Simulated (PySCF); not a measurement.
Bond curve of TlAs

Set-up: Tl def2-SVP with ECP60, As def2-SVP; scalar-relativistic core potentials (PySCF 2.14). Energies in eV from Tl + As in their ground configurations at the same level. All curves are PBE0. state 1: ³Σ⁻ (triplet), unpaired electrons π ↑↑; state 2: Ms = 0 determinant of mixed spin (⟨S²⟩ near 1.0), unpaired electrons π ↑↓, a mixture of terms (⟨Lz²⟩ = 2.0), a second solution, started from another occupation; state 3: ³Π (triplet), unpaired electrons σ ↑, π ↑, a second solution, started from another occupation; state 4: Ms = 0 determinant of mixed spin (⟨S²⟩ near 1.0), unpaired electrons σ ↓, π ↑, a second solution, started from another occupation.

```csv
R (Å),state 1,state 2,state 3,state 4
2.436,-1.140,-0.817,-1.235,-1.009
2.550,-1.478,-1.152,-1.357,-1.117
2.663,-1.660,-1.332,-1.370,-1.116
2.748,-1.723,-1.392,-1.331,-1.068
2.833,-1.739,-1.405,-1.265,-0.994
2.918,-1.719,-1.382,-1.181,-0.902
3.031,-1.652,-1.310,-1.050,-0.760
3.173,-1.524,-1.174,-0.878,-0.569
3.343,-1.337,-0.974,-0.684,-0.337
3.570,-1.071,-0.682,-0.475,-0.057
```

Put a parabola through the three lowest points of the state 1 curve and estimate Re, k and ωe (reduced mass 54.87 u; 1 eV/Å² = 0.16022 mdyn/Å; ωe = 1302.8·√(k/μ) cm⁻¹).

Through R = 2.748, 2.833, 2.918 Å the second-order coefficient is 2.49 eV/Å², so Re ≈ 2.828 Å, k ≈ 0.798 mdyn/Å and ωe ≈ 157 cm⁻¹. A polynomial fit of higher order to the unrounded PBE0 energies gives Re = 2.824 Å, k = 0.812 mdyn/Å, ωe = 158 cm⁻¹; anharmonicity and rounding make the difference.

The higher-order fit for each curve: state 1: Re = 2.824 Å, ωe = 158 cm⁻¹, De = 1.74 eV; state 2: Re = 2.817 Å, ωe = 161 cm⁻¹, minimum 1.41 eV below the ground-state fragments; state 3: Re = 2.621 Å, ωe = 177 cm⁻¹, minimum 1.38 eV below the ground-state fragments; state 4: Re = 2.603 Å, ωe = 183 cm⁻¹, minimum 1.13 eV below the ground-state fragments.

⟨S²⟩ of the unrestricted solution departs from its pure value on part of the curve, where spin states mix. These are scalar-relativistic numbers at best; spin–orbit coupling would shift them, the dissociation energy most. The state is the lowest determinant that a PBE0 search found; another state may lie lower at other levels.
